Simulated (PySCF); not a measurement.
**Dipole moment and polarisability of `COB(O)OC1CC1`**

Compound: C4H9BO3.
Cartesian coordinates in Å at the PBE0-D3(BJ)/def2-SVP level; atoms count from 1:
```
atom  x, y, z in Å
C1     2.3357    0.8616    0.6480
O2     1.0566    0.3814    0.3266
B3     0.8605   -0.7549   -0.3942
O4     1.9255   -1.4747   -0.8545
O5    -0.3938   -1.2087   -0.6732
C6    -1.6166   -0.6607   -0.3067
C7    -1.8653    0.0024    1.0095
C8    -1.8833    0.8087   -0.2671
H9     2.3946    1.0396    1.7333
H10    2.5142    1.8209    0.1356
H11    3.1262    0.1535    0.3580
H12    1.6257   -2.2545   -1.3314
H13   -2.4222   -1.2924   -0.6919
H14   -1.0049    0.1603    1.6627
H15   -2.8068   -0.2134    1.5223
H16   -1.0306    1.4726   -0.4222
H17   -2.8353    1.1726   -0.6634
```

Level: CAM-B3LYP/def2-SVPD (PySCF), static field, nuclei fixed, core orbitals frozen in the response. The polarisability tensor in these axes (au):

```
x   78.85 -0.34 -0.37
y   -0.34 68.21  4.54
z   -0.37  4.54 64.00
```

Diagonalise the tensor; give its mean and Δα, where Δα² is half the sum of the squared differences of the eigenvalues.

Principal values 61.10, 71.07 and 78.88 au; mean 70.35 au = 10.43 Å³ = 11.60 × 10⁻⁴⁰ C²·m²/J; Δα = 15.44 au (22 % of the mean).

What is the dipole moment, and where does it point?

(-0.17, 0.12, 0.13) D, 0.24 D in size, pointing from the negative to the positive side. Measured along this direction, the outermost atoms are H12 at the negative end and H15 at the positive end.

In a dilute gas of rigid molecules at 350 K, how does the orientational term μ²/3kT compare with the electronic polarisability?

In Gaussian units μ²/3kT = 0.41 Å³ against 10.43 Å³, a ratio of 0.04; the Debye molar polarisation (4π/3)N_A(α + μ²/3kT) is 27.3 cm³/mol, leaving out the vibrational part.

Sum over states: ᾱ = Σ f/ω², ω in Eh. What share falls to these 10 lowest TDDFT singlets (eV, f)? 6.99, 0.0015; 7.54, 0.0005; 7.84, 0.0281; 7.88, 0.0072; 8.05, 0.0003; 8.12, 0.0108; 8.31, 0.0070; 8.60, 0.0065; 8.63, 0.0075; 8.67, 0.0056.

They add up to 0.85 au, 1.2 % of the 70.35 au; the largest single term is 0.34 au, from the state at 7.84 eV. Terms in order: 0.02, 0.01, 0.34, 0.09, 0.00, 0.12, 0.08, 0.07, 0.07, 0.06 au. Higher excitations give the rest. The strengths listed sum to 0.075.

Refractivity n − 1 of an ideal gas of it at 500 K and 1 atm, from the electronic α?

N = p/kT = 1.4678 × 10¹⁹ cm⁻³, so n − 1 = 2π × N × 10.43 × 10⁻²⁴ cm³ = 961 × 10⁻⁶ at long wavelengths.

Molar refractivity from α?

Lorentz–Lorenz: R = (4π/3)N_A α = 2.5225 cm³/(mol·Å³) × 10.43 Å³ = 26.3 cm³/mol, in the limit of long wavelengths.

Along which axes do the principal values lie, and how far do the nuclei extend along each?

Largest value along (1.00, -0.05, -0.04), where the nuclei span 5.96 Å; middle along (0.06, 0.84, 0.54), 4.46 Å; least along (0.01, -0.54, 0.84), 2.59 Å. The response follows the extents in order.

Geometry: PBE0-D3(BJ)/def2-SVP, one conformer, isolated molecule.

These values come from a run that also computed excited states and ΔSCF ions. The run took 3.2 min of wall time (with the writing of density and orbital grids) on one thread, Arm Neoverse V1 (aarch64), on a shared host, and the process peaked at 1.3 GiB of memory.
